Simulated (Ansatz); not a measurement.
A run on C$_{7}$H$_{9}$FeO$_{4}$P, SMILES `C[P+](C)(C)[Fe-5]([C]#[O+])([C]#[O+])([C]#[O+])[C]#[O+]` with other settings.

```yaml
crystal:
  periodic: [false, false, false]
  atoms:
    - {symbol: C, position_ang: [-1.877677, 0.374670, 0.947097]}
    - {symbol: P, position_ang: [-0.316598, -0.354817, 0.354755]}
    - {symbol: C, position_ang: [-0.871816, -1.982194, -0.244833]}
    - {symbol: C, position_ang: [0.518286, -0.798996, 1.912227]}
    - {symbol: Fe, position_ang: [0.857694, 0.917167, -1.015115]}
    - {symbol: C, position_ang: [0.919607, 2.099083, 0.310523]}
    - {symbol: O, position_ang: [0.944282, 2.841378, 1.179371]}
    - {symbol: C, position_ang: [0.729827, -0.339143, -2.269707]}
    - {symbol: O, position_ang: [0.643087, -1.150590, -3.068414]}
    - {symbol: C, position_ang: [2.623183, 0.776267, -1.019209]}
    - {symbol: O, position_ang: [3.764762, 0.704092, -1.040190]}
    - {symbol: C, position_ang: [0.011869, 2.075406, -2.054264]}
    - {symbol: O, position_ang: [-0.511725, 2.831494, -2.734771]}
    - {symbol: H, position_ang: [-2.395211, -0.295353, 1.638203]}
    - {symbol: H, position_ang: [-2.521701, 0.581986, 0.091176]}
    - {symbol: H, position_ang: [-1.670946, 1.319976, 1.451550]}
    - {symbol: H, position_ang: [-0.009819, -2.588574, -0.526666]}
    - {symbol: H, position_ang: [-1.437461, -2.501736, 0.531719]}
    - {symbol: H, position_ang: [-1.503109, -1.858585, -1.125914]}
    - {symbol: H, position_ang: [-0.126444, -1.407095, 2.551672]}
    - {symbol: H, position_ang: [0.800334, 0.108945, 2.447846]}
    - {symbol: H, position_ang: [1.429555, -1.353377, 1.682911]}
basis:
  gaussian: {orbitals: def2-SVPD, fitting: {mean_field: def2-universal-jkfit}}
magnetization: {spin_polarized: true, initial_magnetization: 2}
hamiltonian: {xc: {name: LC-wPBE}}
```

```sh
$ ansatz run in.yaml --threads 11 --pin off --events-out ev --progress --plain --max-ram 110592MiB --backend cuda --devices 0, --max-vram 75GiB
```

It prints (some lines left out):

```
Functional definition: LC-wPBE
1387 factors; integrals over basis functions are off by at most 2.2e-1 eV
1387 factors; integrals over basis functions are off by at most 4.5e-4 eV
mean field evaluation 1: about -59205.2879 eV, gradient 9.6e1 eV
mean field evaluation 2: about -58981.3458 eV, gradient 2.4e2 eV
mean field evaluation 4: about -59222.9602 eV, gradient 6.2e1 eV
mean field evaluation 8: about -59233.2086 eV, gradient 1.7e0 eV
mean field evaluation 16: about -59233.2426 eV, gradient 7.4e-2 eV
mean field evaluation 32: about -59233.5005 eV, gradient 3.7e-1 eV
mean field -59233.50601211 eV, -2176.7911960325 hartree, gradient 7.9e-6 eV, S^2 2.028431; 6 other end points of the search recorded, 0 dependent functions left out
reference -59233.50601212 eV, -2176.7911960330 hartree; 63, 61 occupied and 299, 301 virtual orbitals, 1387 factors
Total energy: -59233.50601212 eV, -2176.7911960330 hartree
```

Hardware: 11 threads of an AMD EPYC 7R13 on a shared host and a whole NVIDIA H100 80 GB. Wall time 7 s, peak host memory 0.95 GiB.
